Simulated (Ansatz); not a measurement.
Ansatz (an electronic-structure program) input (PBE0/def2-QZVPP):
A basis named .json is the Basis Set Exchange file of that set.

Ansatz 0.2 input:
```yaml
crystal:
  periodic: [false, false, false]
  atoms:
    - {symbol: Cl, position_ang: [-1.08831466, -1.24132302, 0.03550894]}
    - {symbol: C, position_ang: [0.00000000, -0.00000000, 0.00000000]}
    - {symbol: Cl, position_ang: [1.61889286, -0.32232673, -0.04317288]}
    - {symbol: Cl, position_ang: [-0.53057821, 1.56364975, 0.00766394]}
basis:
  gaussian:
    orbitals: def2-QZVPP.json
hamiltonian:
  xc: {name: PBE0}
total_charge: 1
```

End of the output:

```
integrals: 0.24 GiB planned
1265 factors; their error is unknown
mean field: 1.77 GiB planned
mean field evaluation 1: about -38581.9888 eV, gradient 3.4e1 eV
mean field evaluation 2: about -38578.0927 eV, gradient 5.4e1 eV
mean field evaluation 4: about -38584.3260 eV, gradient 8.2e-1 eV
mean field evaluation 8: about -38584.3718 eV, gradient 2.8e-1 eV
mean field evaluation 16: about -38584.3718 eV, gradient 1.2e-5 eV
mean field -38584.37182740 eV, -1417.9495112305 hartree, gradient 1.2e-5 eV, S^2 0.000000; 0 other end points of the search recorded, 0 dependent functions left out
reference -38584.37185519 eV, -1417.9495122517 hartree; 28, 28 occupied and 239, 239 virtual orbitals, 1265 factors
Total energy: -38584.37185519 eV, -1417.9495122517 hartree
```
